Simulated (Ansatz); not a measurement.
# Low-lying states of MnO

Computed with Ansatz's Gaussian-basis code (development build). State-averaged CASSCF with equal weights; occupations are averaged over the states; levels count from the state that is lowest in CASSCF. A minimal or small basis: far from the basis limit. No symmetry is imposed, so a solution can break that of the shape. Lower solutions, or ones in other orbitals, may exist. The average may hold one member of a degenerate pair alone.

Geometry: bond length 1.6460 Å.

Basis def2-SVP, nonrelativistic, 10 orbitals frozen in the corrections; active space CAS(11,9). Averaged: 2 sextets.

CASSCF levels: sextet 0.00, sextet 0.59 eV.

Task: How does SC-NEVPT2 move them?

Result: sextet 0.00, sextet 0.98 eV, in the same order of listing. The lowest state stays.
